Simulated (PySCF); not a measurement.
Species: C3H7B.
SMILES with atom numbers: `[BH2:1][CH2:2][CH:3]=[CH2:4]` (hydrogens: H5, H6 on B1; H7, H8 on C2; H9 on C3; H10, H11 on C4)

Cartesian coordinates in Å at the PBE0-D3(BJ)/def2-SVP level; atoms count from 1:
```
atom  x, y, z in Å
B1    -1.8098    0.2558    0.2204
C2    -0.4969   -0.2540   -0.4366
C3     0.7590   -0.2308    0.3686
C4     1.9272    0.2663   -0.0409
H5    -1.9236    0.3042    1.4250
H6    -2.7706    0.5126   -0.4695
H7    -0.3471    0.1106   -1.4657
H8    -0.8356   -1.3154   -0.5699
H9     0.6841   -0.6372    1.3856
H10    2.0493    0.6892   -1.0436
H11    2.8031    0.2750    0.6121
```

Jobs on this species (11 atoms, 30 electrons) with PySCF (density fitting). Hardware of each: one thread, Arm Neoverse V2 (aarch64), no GPU (shared host). Times come from a shared host and carry two figures at best. Peak memory is the resident size of the whole Python process, interpreter and libraries included.

| level and settings | work | basis functions | SCF cycles | wall time | peak memory |
| --- | --- | --- | --- | --- | --- |
| delta-SCF UKS SCAN, pcX-2 on the ionised atom, pcseg-1 elsewhere, non-relativistic | ΔSCF core ionisation, 4 holes | 122 | ? | ? | ? |
| PBE0-D3(BJ)/def2-SVP, grid level 1 | geometry optimisation from a GFN2-xTB start shaken at random | 91 | ? | ? | ? |
| delta-SCF UKS SCAN, pcX-2 on the ionised atom, pcseg-1 elsewhere, spin-free X2C | ΔSCF core ionisation, 4 holes | 122 | 73 | 15 s | 0.41 GiB |
| delta-SCF UKS SCAN, pcX-1 on the ionised atom, pcseg-1 elsewhere, spin-free X2C | ΔSCF core ionisation, 4 holes | 101 | 72 | 12 s | 0.46 GiB |
| delta-SCF UKS PBE, pcX-2 on the ionised atom, pcseg-1 elsewhere, spin-free X2C | ΔSCF core ionisation, 4 holes | 122 | 66 | 8.8 s | 0.46 GiB |
| delta-SCF UKS SCAN, def2-TZVP on the ionised atom, pcseg-1 elsewhere, spin-free X2C | ΔSCF core ionisation, 4 holes | 108 | 72 | 14 s | 0.46 GiB |
| delta-SCF UKS HF, pcX-2 on the ionised atom, pcseg-1 elsewhere, spin-free X2C | ΔSCF core ionisation, 4 holes | 122 | 74 | 7.1 s | 0.46 GiB |
| delta-SCF UKS B3LYP, pcX-2 on the ionised atom, pcseg-1 elsewhere, spin-free X2C | ΔSCF core ionisation, 4 holes | 122 | 65 | 14 s | 0.45 GiB |
| delta-SCF UKS PBE0, pcX-2 on the ionised atom, pcseg-1 elsewhere, spin-free X2C | ΔSCF core ionisation, 4 holes | 122 | 65 | 13 s | 0.46 GiB |

Task: Fill in the missing figures.

Result: 
- delta-SCF UKS SCAN, pcX-2 on the ionised atom, pcseg-1 elsewhere, non-relativistic; ΔSCF core ionisation, 4 holes: 15 s, 0.46 GiB, 73 SCF cycles
- PBE0-D3(BJ)/def2-SVP, grid level 1; geometry optimisation from a GFN2-xTB start shaken at random: 19 s, 0.37 GiB, 68 SCF cycles

Task: What do all jobs in the table cost together?

Result: About 2.0 min; the longest takes about 16 % of that, and about 2.7 times as long as the shortest.
